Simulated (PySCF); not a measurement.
BH₂, SMILES [BH2+], charge +1.

Geometry optimised at r2SCAN-D4/def2-TZVPD.

Calculation: r2SCAN/def2-TZVPD (PySCF).

The molecule is in vacuum.

Task: Estimate the frontier levels, gap, dipole moment and polarisability. (Estimate from the structure and the level; the computed values follow.)

Result: 
```json
{
  "highest_occupied_level": "-19.34 eV",
  "lowest_empty_level": "-11.54 eV",
  "orbital_gap": "7.80 eV",
  "dipole_moment_about_the_centre_of_nuclear_charge": "0.00 D",
  "mean_static_polarisability": "9.7 bohr³ (1.44 Å³)",
  "polarisability_principal_values": "9.2, 9.2, 10.7 bohr³"
}
```
